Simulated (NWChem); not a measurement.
Species: C$_{2}$H$_{6}$InN; SMILES C=[CH][InH][NH2]

```xyz
10

In    -0.3203    -0.4218    -0.0002
H     -1.5980    -1.5768    -0.0024
C     -0.4279     1.7201     0.0015
C      0.6575     2.5032    -0.0010
H     -1.4090     2.2124     0.0045
H      0.5878     3.5993    -0.0002
H      1.6770     2.0992    -0.0042
N      1.5549    -1.1740     0.0006
H      1.7677    -2.1643     0.0001
H      2.4047    -0.6227     0.0028
```
Atoms are numbered in this order, from 1.

The geometry was optimised at PBE0/def2-SVP. Not confirmed as a minimum by frequencies. def2 effective core potentials on In; no spin-orbit coupling.

Q: List the 4 lowest vertical singlet excitations from CAM-B3LYP/def2-SVPD with def2 effective core potentials on In, TDA (NWChem).

A: 
```tsv
state	energy (eV)	oscillator strength	leading excitation (squared amplitude)
S1	5.24	0.000	HOMO−1 → LUMO (0.94)
S2	5.31	0.078	HOMO → LUMO (0.96)
S3	5.57	0.058	HOMO → LUMO+1 (0.83)
S4	6.46	0.159	HOMO−2 → LUMO (0.95)
```
